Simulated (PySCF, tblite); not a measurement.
**Question.** Give a GFN2-xTB geometry of InChI=1S/C7H14/c1-2-4-6-7-5-3-1/h1-7H2.

**Answer.** 
```xyz
21
C7H14 angstrom
C     -0.2039   -1.7267    0.3229
C      1.0434   -1.1649   -0.3648
C      1.5465    0.1642    0.2011
C      0.9047    1.3765   -0.4731
C     -0.5517    1.6203   -0.0864
C     -1.4780    0.4256   -0.3120
C     -1.2630   -0.6912    0.7113
H      0.0943   -2.2575    1.2305
H     -0.6525   -2.4646   -0.3470
H      1.8333   -1.9152   -0.2809
H      0.8454   -1.0336   -1.4304
H      1.3790    0.2021    1.2781
H      2.6253    0.2242    0.0371
H      0.9732    1.2511   -1.5570
H      1.4783    2.2706   -0.2132
H     -0.9203    2.4686   -0.6697
H     -0.6012    1.9061    0.9677
H     -1.3521    0.0393   -1.3242
H     -2.5080    0.7813   -0.2247
H     -0.9967   -0.2357    1.6673
H     -2.2048   -1.2233    0.8673
```

Orientation and origin are arbitrary. Atoms count from 1 in this order. Of the pairs four or more bonds apart, H17···H20 is among the closest relative to their van der Waals radii: 2.29 Å, 95 % of the sum of Bondi's values. The 7-membered ring C1–C2–C3–C4–C5–C6–C7 has internal angles of 112.7° to 115.4°; it is puckered, 0.32 Å rms from its mean plane, widest ring torsion 89°.

Bonds between heavy atoms (Å): C1–C2 1.531, C2–C3 1.530, C3–C4 1.528, C4–C5 1.526, C5–C6 1.528, C6–C7 1.530, C1–C7 1.531.

Structure optimised with GFN2-xTB, isolated species.

Point group: C2 (tolerance 0.08 Å). Its GFN2-xTB frequencies are all real (lowest 128 cm⁻¹). One conformer, not necessarily the lowest (C7–C1–C2–C3 39°, C1–C2–C3–C4 -89°, C2–C3–C4–C5 73°, C3–C4–C5–C6 -55°).

The numbers are calculated, not measured.
